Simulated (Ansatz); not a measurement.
Basis-set extrapolation for Cl2H4OSi2 (`O[SiH](Cl)[SiH2]Cl`) (PBE0-D4/def2-TZVP geometry, frozen core, Ansatz 0.2.0). Multiplicity 1, RHF reference.

|  | def2-TZVPP | def2-QZVPP |
| --- | --- | --- |
| HF | -1574.298518 | -1574.345930 |
| MP2 correlation | -0.854785 | -0.933957 |
| CCSD(T) correlation | -0.951434 | not run |

Energies in hartree. Use E(X) = E(∞) + A·exp(−7.88·√X) for Hartree–Fock and E(X) = E(∞) + B·X^(−2.97) for correlation, with X = 3 and 4, and add CCSD(T) minus MP2 of the smaller set to the MP2 limit.

Question: What is the CCSD(T) energy at the basis-set limit?

Answer: HF limit: -1574.345930 + (-0.047412) × 0.13774 = -1574.35246. MP2 limit: -0.933957 + (-0.079172) × 0.74074 = -0.99260. Higher-order term: -0.951434 − (-0.854785) = -0.09665. Total: -1575.44171 hartree, 503.5 kJ/mol below CCSD(T)/def2-TZVPP.
